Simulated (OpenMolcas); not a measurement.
# Predicting a hybrid from its neighbours: Ge2H6 (digermane)

Ge2H6 has 8 atoms, charge 0, and is taken as a singlet. As SMILES, `[GeH3][GeH3]`. The coordinates come from a PBE0-D4/def2-TZVP relaxation.

The vertical energy of the triplet above the singlet y, in eV, basis 6-31G(d); a is the functional's share of exact exchange. Programs: OpenMolcas 26.06.

| functional | program | a | y (eV) |
| --- | --- | --- | --- |
| r2SCAN | OpenMolcas | 0 | 6.42 |
| TPSS | OpenMolcas | 0 | 6.42 |
| B3LYP | OpenMolcas | 0.2 | 6.44 |
| PBE0 | OpenMolcas | 0.25 | ? |
| BHLYP | OpenMolcas | 0.5 | 6.77 |

**Question.** Fit y = c + s·a to the known rows and predict PBE0.

**Answer.** 
1. Means of the 4 rows: a = 0.1750, y = 6.513.
2. Σ(Δa)² = 0.1675, Σ(Δa·Δy) = 0.11425, so the slope is 0.11425/0.1675 = 0.68209.
3. Intercept: 6.513 − (0.68209) × 0.1750 = 6.394. The largest residual of the fit is 0.090.
4. PBE0: 6.394 + (0.68209) × 0.25 = 6.56 eV.

The run gave 6.49 eV, so the prediction is off by +0.07 eV, within the scatter of the fit.
